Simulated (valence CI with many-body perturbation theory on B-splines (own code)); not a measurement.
Sensitivity of CI+MBPT for Sr¹⁶⁺

Calculated by relativistic CI+MBPT: four valence electrons over a frozen Dirac-Fock core [Ar], a basis of 6 s, 6 p, 5 d, 5 f, 1 g functions for each j, with the one-electron correlation potential Σ1 (screened to all orders), the two-electron term Σ2, the three-electron term Σ3, Breit, model QED; selected single and double excitations, second order for the rest, scaled by the run's own slope (own B-spline code, finite nucleus).

No measured levels were compared; by estimate terms of the open shell hold to 2 to 4 % of their energy, and close levels can change places. Only levels of the ground parity were solved; by the run's estimate the other parity begins above the list, which can be wrong where configurations are misplaced.

The reference run has the lowest level 3d4 5D_0 and an ionisation energy of 611.863 eV. Its largest variational space holds 7936 state functions.

Names give the largest LS component (configuration and term), which can be under half, so a name can repeat, a term be missing and a line seem to break the LS rules; names also repeat where a configuration has a term twice.

Changed runs:
A. hole-hole ladder in Σ2 on → off
B. cutoff of virtual states (hartree) 2888 → 22000
C. selection threshold (hartree) 2e-08 → 1e-06; core polarisation of operators on → off
D. scale of Σ2 1 → -1 (bad on purpose)

Excitation energies of the reference run in cm⁻¹, and shifts in cm⁻¹:

```csv
Level,Reference,A,B,C,D
3d4 5D_1,3949,-316,+0.1,+43,-454
3d4 5D_2,9193,-507,+0.2,+43,-817
3d4 5D_3,14758,-549,+0.2,+43,-1053
3d4 5D_4,20271,-461,+0.3,+0.1,-1213
3d4 3P_0,55516,+5609,0,+0.2,+3203
3d4 3H_4,62150,-1770,+0.1,-0.2,+1390
3d4 3P_1,70292,+5229,+0.2,+71,+2820
3d4 3H_5,70510,-2770,+0.2,0,+602
3d4 3G_3,72649,+878,+0.2,+113,+3120
3d4 3F_2,74949,+2702,+0.2,+100,+2790
3d4 3H_6,75197,-3225,+0.3,0,+33
3d4 3F_4,79694,+275,+0.3,-0.3,+1755
Ionisation energy (eV),611.863,-0.455,+0.00018,+0.0012,-12.439
```
